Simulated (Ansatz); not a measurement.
`OC(O)[SiH2][SiH3]` + `NCF` → `FCN[SiH3]` + `OC(O)[SiH3]`  (cleavage of the Si–Si bond)

Calculated with Ansatz (gas phase, PBE0-D4/def2-TZVP geometries, no zero-point term in ΔE). CCSD(T)/CBS is the MP2 limit (def2-TZVPP, def2-QZVPP) plus CCSD(T) − MP2 in def2-TZVPP, frozen cores. Functionals use def2-TZVPP. B3LYP here is the variant with VWN-RPA as its local correlation; programs differ in this. One conformer a species, not always the lowest.

(1) Is it downhill or uphill in electronic energy at CCSD(T)/CBS, and by how much? (An estimate is asked.)

(2) What do these levels give: PBE0-D4, B2PLYP, PBE, PBE0, B3LYP, MP2/def2-TZVPP, SCS-MP2/def2-TZVPP, CCSD/def2-TZVPP, HF/def2-QZVPP, HF/CBS(def2), MP2/CBS(def2), CCSD/CBS(def2)? (Best estimate.)

Largest T1 diagnostic among the species: 0.013.

## Answers

(1) Ansatz gave: Downhill: ΔE = -37.7 kJ/mol.

(2) Computed: PBE0-D4 -22.8, B2PLYP -41.2, PBE -18.5, PBE0 -23.9, B3LYP -37.6, MP2/def2-TZVPP -45.1, SCS-MP2/def2-TZVPP -48.0, CCSD/def2-TZVPP -39.9, HF/def2-QZVPP -55.2, HF/CBS(def2) -55.4, MP2/CBS(def2) -45.1, CCSD/CBS(def2) -39.9 kJ/mol.

In def2-TZVPP, CCSD(T) changes the Hartree–Fock value by +15.9 kJ/mol (the triples alone add +2.2 kJ/mol) and MP2 by +8.5 kJ/mol. From PBE to PBE0 (25 % exact exchange), in def2-TZVPP and without D4, ΔE moves by −5.4 kJ/mol.
